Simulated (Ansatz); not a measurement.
**Energy profile**

The step: AlH₃ + H₂O → AlH₃O ([OH][AlH2]) + H₂; bonds formed: H2–H5; dative contacts that become bonds: Al1–O6; bonds broken: Al1–H2, H5–O6 (atoms numbered as in the saddle structure below).

```xyz
7
angstrom
Al -0.4004 -0.6326 0.0667
H 1.3643 -0.5131 0.1435
H -0.8551 -1.0356 -1.3964
H -0.9808 -1.2599 1.3937
H 0.9950 0.4877 0.1478
O -0.0096 1.1916 0.2057
H -0.1136 1.7620 -0.5611
```

Electronic energies by CCSD(T) at an estimated basis limit (MP2 extrapolated from triple and quadruple zeta, plus CCSD(T) − MP2 in triple zeta), on PBE0-D4/def2-TZVP structures; AlH5O, closed shell; no counterpoise correction. Program: Ansatz 0.2.0. Basis: def2-TZVPP and def2-QZVPP. Cores are frozen in the correlated methods. Extrapolation: Hartree–Fock as exp(−7.88 √X), correlation as X^−2.97.

Question: Give the profile in kJ/mol, counted from the separated reactants. (Judge from chemistry; the value comes from the calculation.)

Answer: Computed:
```json
{"point": "separated: AlH3 (Al1, H2, H3, H4; singlet) + H2O (H5, O6, H7; singlet)", "kJ/mol": "0.0"}
{"point": "start structure", "kJ/mol": "-85.8"}
{"point": "saddle", "kJ/mol": "-17.7"}
{"point": "end structure", "kJ/mol": "-129.5"}
{"point": "separated: AlH3O (linked as [OH][AlH2]; Al1, H3, H4, O6, H7; singlet) + H2 (H2, H5; singlet)", "kJ/mol": "-123.8"}
```
The saddle lies below the separated reactants: the barrier is submerged.

No T1 diagnostic of these runs exceeds 0.013.

The step is the kind of ligand exchange by which a precursor binds to a hydroxyl group, or is hydrolysed, in atomic layer deposition of oxides.

For scale, one of the runs: CCSD(T)/def2-TZVPP, 143 basis functions, launched by `ansatz run in.yaml --threads 2 --pin off --events-out ev --progress --plain --max-ram 4352MiB`. Hardware: 2 CPU threads of an Intel Xeon Platinum 8488C, shared host. Wall time 6 s; peak host memory 0.81 GiB.
